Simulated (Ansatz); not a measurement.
Gas-phase electronic energies from Ansatz, PBE0-D4/def2-TZVP geometries. CCSD(T)/CBS is the MP2 limit (def2-TZVPP, def2-QZVPP) plus CCSD(T) − MP2 in def2-TZVPP, frozen cores. DFT in def2-TZVPP. HSE06 is defined as in plane-wave codes. For Ge outer-core shells are correlated without core-valence functions, which leaves a few kJ/mol of doubt a bond. Scalar relativity is left out up to krypton. Each species was taken in one conformer, which may not be the lowest.

`[SiH3][NH][GeH3]` → `N[SiH2][GeH3]`  (isomerisation)

`[SiH3][NH][GeH3]`:

```xyz
10

Si    0.114    1.012    1.213
N     0.616    0.176   -0.202
Ge   -0.342   -1.058   -1.172
H    -1.371    1.068    1.190
H     0.677    2.390    1.227
H     0.528    0.358    2.489
H     1.600    0.207   -0.428
H    -1.825   -0.741   -0.943
H    -0.038   -2.501   -0.718
H     0.040   -0.911   -2.655
```

`N[SiH2][GeH3]`:

Z-matrix (Å, degrees):
```
Si
Ge 1 2.379
N 1 1.723 2 108.4
H 1 1.496 2 107.9 3 -126.0
H 1 1.487 2 110.7 3 117.5
H 2 1.539 1 111.0 3 173.1
H 2 1.542 1 110.4 3 53.9
H 2 1.538 1 111.7 3 -65.9
H 3 1.008 1 119.6 2 166.2
H 3 1.007 1 119.8 2 -51.1
```

CCSD(T)/CBS gives -0.05 eV.

Q: Another level gave +0.01 eV. Which?
A. r2SCAN/def2-TZVPP
B. PBE/def2-TZVPP
C. HSE06/def2-TZVPP
D. CCSD/def2-TZVPP

A: D. CCSD/def2-TZVPP 0.01, PBE -0.22, HSE06 -0.17, r2SCAN -0.13 eV.

Largest T1 diagnostic among the species: 0.011.

Leaving LDA and LC-ωPBE aside and taking each functional with its dispersion term where it has one, the values, not all of them listed here, spread over 0.20 eV, from PBE-D4 to BHLYP-D4. From PBE to PBE0 (25 % exact exchange), in def2-TZVPP and without D4, ΔE moves by +0.05 eV. In def2-TZVPP, CCSD(T) changes the Hartree–Fock value by −0.12 eV (the triples alone add −0.01 eV) and MP2 by −0.08 eV.
